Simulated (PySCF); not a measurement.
# Au⁶¹⁺: ionisation energy

Au⁶¹⁺ [Ar] → Au⁶²⁺ [Ne] 3s2 3p5 [3p1/2^2 3p3/2^3, M_J = 3/2], as a difference of total energies. Computed with PySCF 2.14 in an uncontracted even-tempered set (18 s from 19 bohr⁻², ratio 2.4; 14 p from 25 bohr⁻², ratio 2.4; 4 d from 92 bohr⁻², ratio 2.6; 4 f from 140 bohr⁻², ratio 2.6), with the two-component X2C-1e Hamiltonian. Correlated levels: 1s2 frozen; the 48 highest virtual spinors dropped. "Screened" scales the spin-orbit matrix elements by Boettger's factors to mimic the two-electron term; Breit and QED terms are absent.

```tsv
method	ionisation energy (eV)
GHF (spin-free)	6866.6
GMP2 (spin-free)	6867.6
GHF (screened spin-orbit)	6728.2
GMP2 (screened spin-orbit)	6729.3
```

Breit and QED terms and the two-electron picture change are absent.

The spin-free rows lack the spin-orbit shift.

For comparison: 6724 ± 12 eV (theoretical estimate listed by NIST; NIST Atomic Spectra Database, ionization energies).
